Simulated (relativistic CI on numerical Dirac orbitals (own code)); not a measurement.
Tl XXXVI: q coefficients and field-shift factors

Computed by Dirac-Coulomb-Breit CI, separate exchange-only KLI orbitals for each configuration, derivatives by finite differences, unscaled Slater integrals, QED left out (own radial code, finite nucleus).

CI space (outside the closed core [Ar] 3d10): 4s2.4p6.4d10, 4s2.4p6.4d9.4f, 4s2.4p5.4d10.4f, 4s.4p6.4d10.4f, 4s2.4p6.4d9.5s, 4s2.4p6.4d9.5p. Double excitations out of closed p, d and f shells are left out; levels of such configurations are missing from the list, as are those of other unlisted configurations, and high levels can miss mixing partners.

With x = (α/α₀)² − 1 an excitation energy changes as ω = ω₀ + qx; K = 2q/ω₀ is the relative enhancement. Terms are leading LS components, so labels can repeat. The field-shift factor is F = δν/δ⟨r²⟩ for the transition from the lowest level.

Lowest level 4s2.4p6.4d10 1S_0.

| Level | ω₀ (cm⁻¹) | q (cm⁻¹) | K | F (GHz/fm²) |
| --- | --- | --- | --- | --- |
| 4s2.4p6.4d9.4f 3P°_0 | 1811326 | 3223 | 0.00356 | 34.9 |
| 4s2.4p6.4d9.4f 3P°_1 | 1835663 | 12130 | 0.0132 | 35.5 |
| 4s2.4p6.4d9.4f 3H°_5 | 1876906 | 2262 | 0.00241 | 35.6 |
| 4s2.4p6.4d9.4f 3D°_2 | 1878353 | 15280 | 0.0163 | 36 |
| 4s2.4p6.4d9.4f 3F°_3 | 1906954 | 6003 | 0.0063 | 35.6 |
| 4s2.4p6.4d9.4f 3G°_4 | 1914172 | 4724 | 0.00494 | 35.9 |
| 4s2.4p6.4d9.4f 3H°_6 | 1915126 | 53720 | 0.0561 | 38.3 |
| 4s2.4p6.4d9.4f 1D°_2 | 1925997 | 50150 | 0.0521 | 38 |
| 4s2.4p6.4d9.4f 3F°_4 | 1960657 | 55900 | 0.057 | 38.4 |
| 4s2.4p6.4d9.4f 3G°_5 | 1977248 | 55080 | 0.0557 | 39 |
| 4s2.4p6.4d9.4f 3D°_3 | 1985488 | 55350 | 0.0558 | 39 |
| 4s2.4p6.4d9.4f 3D°_1 | 2008415 | 115800 | 0.115 | 40.8 |
| 4s2.4p6.4d9.4f 3H°_4 | 2087205 | 216800 | 0.208 | 44.4 |
| 4s2.4p6.4d9.4f 1D°_2 | 2101824 | 226600 | 0.216 | 44.8 |
| 4s2.4p6.4d9.4f 3D°_2 | 2133432 | 261200 | 0.245 | 46.7 |
| 4s2.4p6.4d9.4f 3G°_3 | 2151509 | 225300 | 0.209 | 45.3 |
| 4s2.4p6.4d9.4f 1H°_5 | 2156649 | 271000 | 0.251 | 47.6 |
| 4s2.4p6.4d9.4f 1F°_3 | 2185430 | 266300 | 0.244 | 47.4 |
| 4s2.4p6.4d9.4f 3G°_4 | 2191565 | 273200 | 0.249 | 47.9 |
| 4s2.4p6.4d9.4f 1P°_1 | 2480583 | 157600 | 0.127 | 46.4 |
| 4s2.4p5.4d10.4f 3D_1 | 3764618 | 294200 | 0.156 | 66.5 |
| 4s2.4p5.4d10.4f 3D_2 | 3801943 | 305500 | 0.161 | 66.9 |
| 4s2.4p5.4d10.4f 3G_4 | 3808735 | 294600 | 0.155 | 66.8 |

At this charge energies of transitions that change n are usually good to better than 1 %, and those within a shell (Δn = 0) to a few per cent.
